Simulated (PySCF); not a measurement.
**Polarisability and C₆ of Sr³⁰⁺ (strontium, charge +30)**

[He] 2s2 2p4, high-spin 3P determinant. Computed with PySCF 2.14 in an uncontracted even-tempered set (18 s from 8.7 bohr⁻², ratio 2.2; 11 p from 11 bohr⁻², ratio 2.2; 6 d from 52 bohr⁻², ratio 2.4; 5 f from 77 bohr⁻², ratio 2.4; 4 g from 120 bohr⁻², ratio 2.4), with no relativity, point nucleus. Coupled (time-dependent) response in atomic units; α is the mean over directions.

```json
{"method": "UHF", "mean α (bohr³)": "0.002142", "α xx, yy, zz": "0.002953, 0.0005192, 0.002953", "C₆ (like pair)": "4.584e-05", "S(−4)": "4.927e-05"}
{"method": "PBE0", "mean α (bohr³)": "0.002117", "α xx, yy, zz": "0.002915, 0.0005219, 0.002915", "C₆ (like pair)": "4.499e-05", "S(−4)": "5.050e-05"}
```

S(−4) is the Cauchy moment in α(ω) = α(0) + S(−4) ω² + …

Spin-orbit coupling is absent.

α(iu) at UHF:

| u (hartree) | α(iu) (bohr³) |
| --- | --- |
| 0 | 0.002142 |
| 1.00 | 0.002094 |
| 2.00 | 0.001966 |
| 4.00 | 0.001608 |
| 6.00 | 0.001287 |
| 8.00 | 0.001058 |
| 10.0 | 0.0009036 |
| 15.0 | 0.0006988 |
| 20.0 | 0.0006057 |
| 30.0 | 0.0005187 |
| 50.0 | 0.0004308 |

A single London oscillator, α(iu) = α/(1 + u²/ω²), gives C₆ = (3/4) ω α². Matching the computed C₆ needs ω = 4 × 4.584e-05 / (3 × 0.002142²) = 13.3 hartree.

For an ion, C₆ is the dispersion term alone; charge-induced terms of lower order in 1/R come first.

The components differ because the open shell of this determinant is not spherical; for a pure term their mean is the scalar polarisability.

A non-relativistic calculation at this Z misses sizeable relativistic shifts. Spin-orbit coupling is strong in this species (close to jj coupling), so the high-spin LS determinant is a model state, not a physical level.
